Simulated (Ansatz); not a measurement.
In7Sb7⁻. The state is a doublet with charge -1. Geometry r2SCAN-D4/def2-SVP, that of the neutral singlet; atoms count from 1.

```xyz
14

In    1.7863    0.2397    1.7989
Sb    1.1044    2.2780    3.5180
In   -4.3128   -0.7130    1.2012
Sb   -1.5825    0.5771    0.4628
In   -0.1009    1.5384   -1.8078
In    1.5697    3.3498    1.0967
Sb    2.0105    3.4369   -1.6541
In   -0.9603   -2.2273    1.1764
Sb   -3.1827   -3.4749    0.0531
Sb    1.8110   -2.5555    1.2780
In    1.3258   -1.2466   -1.2742
Sb    3.1446    0.9465   -0.7276
In   -2.2543   -1.3771   -1.5643
Sb   -0.3589   -0.7720   -3.5571
```

In the def2 sets In, Sb take a core potential; there is no spin–orbit coupling. Single mean-field runs in def2-TZVP are fitted with def2-universal-jkfit.

Estimate the Mulliken populations from the PBE0/def2-TZVP orbitals of Ansatz.


```csv
atom,charge (e),spin (α − β)
In1,0.20,-0.01
Sb2,-0.34,0.02
In3,0.14,-0.02
Sb4,-0.28,-0.03
In5,0.21,0.10
In6,0.23,0.02
Sb7,-0.29,0.08
In8,0.11,0.31
Sb9,-0.39,0.11
Sb10,-0.29,0.02
In11,0.12,0.22
Sb12,-0.23,0.00
In13,0.14,0.15
Sb14,-0.31,0.04
```
Mulliken values depend strongly on the basis.

Where does the spin sit?

Summed by element: In 0.77, Sb 0.23, of 1 unpaired in all. Largest on single atoms: In8 0.31, In11 0.22, In13 0.15.

And the Mayer bond orders between heavy atoms (over 0.3)?

In1–Sb2 1.09 (2.75 Å); In1–Sb10 0.84 (2.84 Å); In1–Sb12 0.65 (2.95 Å); Sb2–In6 1.28 (2.69 Å); In3–Sb4 0.44 (3.11 Å); In3–Sb9 0.63 (3.20 Å); Sb4–In5 0.70 (2.88 Å); Sb4–In8 0.63 (2.96 Å); Sb4–In13 0.72 (2.89 Å); In5–Sb7 0.69 (2.84 Å); In5–Sb14 0.73 (2.91 Å); In6–Sb7 0.91 (2.79 Å); Sb7–Sb12 0.93 (2.89 Å); In8–Sb9 0.88 (2.79 Å); In8–Sb10 0.82 (2.79 Å); Sb9–In13 0.94 (2.81 Å); Sb10–In11 0.81 (2.91 Å); In11–Sb12 0.70 (2.90 Å); In11–Sb14 0.85 (2.88 Å); In13–Sb14 0.84 (2.82 Å).
